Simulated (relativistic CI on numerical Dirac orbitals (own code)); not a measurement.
Yb4+: M4,5 absorption edge

Computed with this model: Dirac-Coulomb-Breit CI, KLI orbitals optimised for each configuration, a model potential for QED, valence Slater integrals scaled by 0.8, multiplet model of core-to-valence dipole absorption; configurations [Xe] 4f12 → [Ar] 3d9 4s2 4p6 4d10 4f13 5s2 5p6; 300 K; Lorentzian 0.6 eV and Gaussian 0.4 eV FWHM. Energies are those of the free ion, without screening or charge transfer. The branching ratio is the share of the lower-energy edge in the whole absorption, uncertain by about 0.02 where the edges overlap. S is read from ⟨S²⟩ = S(S + 1).

free ion: ground-state S = 0.99, centroid 1527.50 eV, branching ratio 0.967. Peaks (eV, height): 1523.9 (30), 1526.1 (100), 1528.7 (14).

The statistical ratio of this edge is 3/5 = 0.600. Values above it arise where the holes sit mainly in the j = l + 1/2 valence subshell or the ground state has high spin; values below it where core-valence Coulomb terms move weight to the upper edge, as in nearly empty shells.

Strongest unbroadened transitions for free ion:

```json
{"Energy (eV)": "1523.86", "Relative strength": "28.1"}
{"Energy (eV)": "1526.10", "Relative strength": "100.0"}
{"Energy (eV)": "1528.74", "Relative strength": "12.3"}
{"Energy (eV)": "1574.46", "Relative strength": "4.8"}
```
